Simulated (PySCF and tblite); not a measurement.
The numbers below are computed, except where a source is named.
C₇H₇FO, numbered as in [CH3:1][O:2][c:3]1[cH:4][cH:5][cH:6][c:7]([F:8])[cH:9]1.

Conformers came from 60 starts (ETKDG, MMFF94s, GFN2-xTB); geometries are GFN2-xTB. Free energies are PBE0-D3(BJ)/pcSseg-1 single points with GFN2-xTB rigid-rotor and vibrational terms (modes under about 100 cm⁻¹ blended into free rotors). Symmetry numbers and mirror images are counted. Conformers within 3 kcal/mol (GFN2-xTB free energy) were kept, 10 at most. GIAO shieldings: PBE0/pcSseg-1. Shifts are against TMS (¹H), TMS (¹³C), CFCl3 (¹⁹F) at the same level. Run with PySCF (density fitting) and tblite.

**Question.** Predict the averaged NMR shifts at 298.15 K.

**Answer.** ¹H: 7.53 (H5, 1H), 6.90 (H6, 1H), 6.80 (H4, 1H), 6.70 (H9, 1H), 3.92 (H1, 3H) ppm. ¹³C: 173.9 (C7), 168.2 (C3), 135.7 (C5), 114.3 (C4), 112.5 (C6), 105.2 (C9), 56.0 (C1) ppm. ¹⁹F: -114.4 (F8) ppm.

**Question.** How do the conformers differ?

**Answer.** Torsions listed: C1–O2–C3–C4.
```json
{"conformer": "1", "shape": "180°", "weight %": "59.0"}
{"conformer": "2", "shape": "0°", "weight %": "41.0"}
```

```
signal       1       2  average
    H1    3.91    3.93     3.92
    H4    7.00    6.52     6.80
    H5    7.52    7.54     7.53
    H6    6.89    6.92     6.90
    H9    6.51    6.96     6.70
    C1    55.9    56.2     56.0
    C3   168.2   168.3    168.2
    C4   118.8   107.8    114.3
    C5   135.7   135.6    135.7
    C6   111.9   113.3    112.5
    C7   174.0   173.9    173.9
    C9   101.3   110.8    105.2
    F8  -114.2  -114.7   -114.4
```

**Question.** Which signal moves most, for its nucleus, between 200 and 400 K through the change of populations alone?

**Answer.** C4: 114.6 ppm at 200 K, 114.4 ppm at 250 K, 114.3 ppm at 298.15 K, 114.2 ppm at 350 K, 114.1 ppm at 400 K.

Unscaled ¹⁹F shifts at such levels can be off by tens of ppm; differences between conformers or isomers are more reliable. Shifts are unscaled: against experiment ¹³C can be off by 15 ppm or more and ¹H by 0.8 ppm.


Conformer gaps in pcSseg-1 on xTB geometries can be 2 kcal/mol off for S=O, P=O and other polar bonds.